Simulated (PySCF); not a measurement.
Interval between two levels of Ba by level of theory

Ba [Xe] 6s2 → Ba [Xe] 6p2 [3P2, M_J = 2], as a difference of total energies. Computed with PySCF 2.14 in x2c-TZVPall-2c with one added diffuse shell each of s, p, d type (12s12p10d1f, 105 functions), with the two-component X2C-1e Hamiltonian. Correlated levels: [Kr] 4d10 frozen; the 24 highest virtual spinors dropped. "Screened" scales the spin-orbit matrix elements by Boettger's factors to mimic the two-electron term; Breit and QED terms are absent.

| method | interval between two levels (cm⁻¹) |
| --- | --- |
| GHF (screened spin-orbit) | 27224 |
| GMP2 (screened spin-orbit) | 33248 |

The labels give the starting determinants; with spin-orbit coupling the two ends relaxed to ⟨J²⟩ = 0.00, ⟨L²⟩ = 0.04, ⟨S²⟩ = 0.04 and ⟨J²⟩ = 6.00, ⟨L²⟩ = 2.10, ⟨S²⟩ = 2.00.
